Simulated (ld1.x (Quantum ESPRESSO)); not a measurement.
## Scattering properties, RRKJ potential for titanium (Ti)

titanium, norm-conserving RRKJ (Kleinman–Bylander form), made with ld1.x (Quantum ESPRESSO) 7.5 (LDA (PZ), scalar-relativistic). Core [Ar], reference 3d2 4s2 4p0. Waves: 4p (bound, empty): rc 4.05 bohr; 3d (bound): rc 1.20 bohr; 4s (bound): rc 2.35 bohr. Local part: the s channel. Core correction: Bessel-smoothed model core inside 0.75 bohr. rho0 = 0.01.

The phase is arctan(r·u′/u) with u = r·R(r), unwrapped; energies in Ry, scanned from -2 to 5 Ry. A pole is an energy at which the radial function vanishes at the test radius. The pseudo phase is shifted by a multiple of π to meet the all-electron one at the reference energy, and phase errors are pseudo minus all-electron; the curves can meet again beyond the range given. Levels narrower than the energy grid can be missing from the lists of poles.

Task: For each channel, where are the poles, and over which energies does the pseudopotential scatter like the atom?

Result:

```tsv
channel	radius (bohr)	reference energy (Ry)	poles, all-electron	poles, pseudo	unbroken range about the reference energy with phases within 0.05 rad	phase error 1 Ry above the reference energy (rad)
s	4.38	-0.34	-0.03, 2.51	-0.03, 2.15, 4.58	below 0.7	-0.033
p	4.38	-0.11	0.43, 3.04	0.42, 2.95	below 1.3	-0.004
d	4.38	-0.33	-0.30, 1.28, 3.93	-0.30, 1.48, 4.97	below 0.2	+0.140
```

Phases in the s channel:

| E (Ry) | all-electron | pseudo |
| --- | --- | --- |
| -2.00 | 1.391 | 1.391 |
| -1.76 | 1.375 | 1.375 |
| -1.52 | 1.353 | 1.353 |
| -1.28 | 1.323 | 1.323 |
| -1.04 | 1.273 | 1.272 |
| -0.80 | 1.169 | 1.169 |
| -0.56 | 0.790 | 0.789 |
| -0.32 | -1.070 | -1.070 |
| -0.08 | -1.535 | -1.536 |
| 0.16 | -1.673 | -1.676 |
| 0.40 | -1.776 | -1.785 |
| 0.64 | -1.918 | -1.947 |
| 0.88 | -2.258 | -2.413 |
| 1.12 | -3.442 | -3.838 |
| 1.36 | -4.264 | -4.396 |
| 1.60 | -4.489 | -4.561 |
| 1.84 | -4.588 | -4.643 |
| 2.08 | -4.645 | -4.698 |
| 2.32 | -4.686 | -4.745 |
| 2.56 | -4.718 | -4.795 |
| 2.80 | -4.748 | -4.868 |
| 3.04 | -4.778 | -5.034 |
| 3.28 | -4.813 | -6.048 |
| 3.52 | -4.859 | -7.486 |
| 3.76 | -4.933 | -7.692 |
| 4.00 | -5.092 | -7.768 |
| 4.24 | -5.671 | -7.811 |
| 4.48 | -7.121 | -7.842 |
| 4.72 | -7.538 | -7.869 |
| 4.96 | -7.668 | -7.895 |
